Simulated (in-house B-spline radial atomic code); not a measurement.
O2+ is squeezed into an impenetrable sphere of radius R (the orbitals vanish at R). Computed with a radial B-spline atomic code at the basis-set limit: non-relativistic r2SCAN, spin-polarised, spherical fractional occupations, point nucleus.

Energies in eV above the free ion in [He] 2s2 2p2:

| R (bohr) | highest level (eV) | [He] 2s2 2p2 | [He] 2s1 2p3 |
| --- | --- | --- | --- |
| 7.09 | -45.8 | 0 | 5.684 |
| 6.76 | -45.8 | 0 | 5.684 |
| 4.66 | -45.8 | 0.003898 | 5.689 |
| 4.44 | -45.7 | 0.008092 | 5.693 |
| 3.4 | -45.5 | 0.2405 | 5.928 |
| 2.84 | -44.4 | 1.408 | 7.074 |
| 2.66 | -43.7 | 2.459 | 8.092 |
| 2.3 | -40.7 | 7.385 | 12.8 |
| 1.98 | -35.1 | 19.39 | 24.11 |
| 1.51 | -13.2 | 80.66 | 80.6 |

Question: Does [He] 2s1 2p3 fall below [He] 2s2 2p2 under compression?

Answer: Yes, between R = 1.98 and 1.51 bohr the order changes (near 1.52 bohr by linear interpolation).
